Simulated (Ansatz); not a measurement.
Frontier orbitals of `C[N]=[V]([NH2])([NH2])[NH2]`.

```xyz
15

C     1.098    1.954   -0.933
N     0.459    0.817   -0.390
V    -0.271   -0.481    0.230
N    -0.736   -1.603   -1.167
N    -1.776    0.086    1.146
N     0.918   -1.319    1.376
H     0.689    2.876   -0.503
H     2.175    1.933   -0.728
H     0.962    1.998   -2.020
H    -0.386   -1.545   -2.110
H    -1.610   -2.110   -1.146
H    -2.044   -0.357    2.014
H    -2.204    0.995    1.069
H     0.959   -2.327    1.423
H     1.766   -0.916    1.742
```

Total charge 0; spin multiplicity 1. Correlated methods include outer-core shells of V, which these sets cover unevenly. Scalar relativity is left out up to krypton. The geometry is a stationary point of PBE0-D4/def2-TZVP. It is one conformer, not always the lowest. Basis def2-TZVPP, Ansatz 0.2.0.

A caution on the coupled-cluster cation, which keeps the state that its UHF reference found: large T1 diagnostic of the cation; spin contamination of the cation.

```tsv
functional	HOMO (eV)	LUMO (eV)
BLYP	-5.09	-1.53
```

Task: Give HOMO and LUMO (eV) with LDA (SPW92), PBE, revPBE, r2SCAN, B97M-V, PBE0, B3LYP, r2SCANh, r2SCAN0, HSE06 (plane-wave form), BHLYP, CAM-B3LYP, LC-ωPBE, ωB97X-V, ωB97M-V, HF. (An estimate is asked.)

Result: The calculation gave: 
```csv
functional,HOMO,LUMO
LDA (SPW92),-5.38,-1.79
PBE,-5.20,-1.61
revPBE,-5.13,-1.54
r2SCAN,-5.47,-1.58
B97M-V,-5.53,-1.62
PBE0,-6.49,-0.73
B3LYP,-6.28,-1.00
r2SCANh,-5.95,-1.24
r2SCAN0,-6.69,-0.71
HSE06 (plane-wave form),-6.09,-1.11
BHLYP,-7.72,0.29
CAM-B3LYP,-7.87,0.36
LC-ωPBE,-9.22,1.50
ωB97X-V,-8.86,1.44
ωB97M-V,-8.78,1.37
HF,-9.76,2.37
```

B3LYP here is the variant with VWN-RPA as its local correlation; programs differ in this. LC-ωPBE has ω = 0.4 bohr⁻¹. Positive LUMOs are unbound and depend on the basis.
